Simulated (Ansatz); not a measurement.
Computed with Ansatz on PBE0-D4/def2-TZVP structures; ΔE is electronic, products minus reactants. CCSD(T)/CBS is the MP2 limit (def2-TZVPP, def2-QZVPP) plus CCSD(T) − MP2 in def2-TZVPP, frozen cores. Functionals use def2-TZVPP. B3LYP here is the variant with VWN-RPA as its local correlation; programs differ in this. For Se outer-core shells are correlated without core-valence functions, which leaves a few kJ/mol of doubt a bond. Scalar relativity is left out up to krypton. Each species was taken in one conformer, which may not be the lowest.

`B[Se]CC` + `BC1C[SiH2]1` → `BC1(B)C[SiH2]1` + `CC[SeH]`  (formal exchange of groups at a B–Se bond)

```
          level  ΔE (kJ/mol)  difference from CCSD(T)/CBS
        PBE0-D4         57.8                          2.6
        ωB97X-V         50.5                         -4.7
         B2PLYP         55.8                          0.6
           PBE0         59.3                          4.1
          B3LYP         56.7                          1.5
  HF/def2-TZVPP         39.3                        -15.9
 MP2/def2-TZVPP         54.7                         -0.5
CCSD/def2-TZVPP         52.1                         -3.1
 MP2/def2-QZVPP         54.3                         -0.9
 CCSD/CBS(def2)         52.0                         -3.2
    CCSD(T)/CBS         55.2                            0
```

Largest T1 diagnostic among the species: 0.012.

From PBE to PBE0 (25 % exact exchange), in def2-TZVPP and without D4, ΔE moves by −6.2 kJ/mol. In def2-TZVPP, CCSD(T) changes the Hartree–Fock value by +16.1 kJ/mol (the triples alone add +3.2 kJ/mol) and MP2 by +15.5 kJ/mol.
